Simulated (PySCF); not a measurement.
**From computed data to an observable: oscillator strength and radiative lifetime**

N-methylbut-3-yn-1-amine (C₅H₉N), SMILES N(CCC#C)C.

Geometry optimised at B3LYP-D3(BJ)/def2-SVP. Other conformers were not sampled.

TDDFT-PBE/def2-SVPD (PySCF) puts the first singlet state with f over 0.02 at 6.05 eV (vertical), with the transition dipole (0.047, -0.344, 0.134) in atomic units.

### Question
Find the oscillator strength, the wavelength and the radiative lifetime that this transition would have in vacuum if emission retraced absorption.

### Answer

|μ|² = 0.1385 au, so |μ| = 0.95 D. ΔE = 6.05/27.211 = 0.2223 hartree. f = (2/3) ΔE |μ|² = 0.021 (the program prints 0.021).
λ = 1239.84/6.05 = 205 nm; ν = 48797 cm⁻¹.
Einstein's coefficient A = 0.6670 ν² f s⁻¹ (ν in cm⁻¹) = 3.3e7 s⁻¹, so τ = 1/A = 31 ns. This state is S5; the lower singlets have f = 0.001, 0.009, 0.007, 0.017. The figure is the radiative limit of this one transition; relaxation, internal conversion, crossing to triplets and a medium change what is measured.
